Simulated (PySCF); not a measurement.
This script is equivalent to a calculation on Al⁺ (aluminium, charge +1).

```python
from pyscf import gto, scf, dft, mp, cc
import basis_set_exchange as bse
mol = gto.M(atom="Al 0 0 0", charge=1, spin=0, symmetry="D2h",
            basis=gto.basis.parse(bse.get_basis("pcseg-2", elements=["Al"], fmt="nwchem", header=False)))
mf = scf.UHF(mol)
mf.irrep_nelec = {'Ag': (3, 3), 'B1u': (1, 1), 'B2u': (1, 1), 'B3u': (1, 1)}
mf.kernel()
```

Task: What total energy does it give?

Result: -241.66511 hartree (calculated).

Task: Which occupied shell lies highest, and where?

Result: 3s, at -17.734 eV.
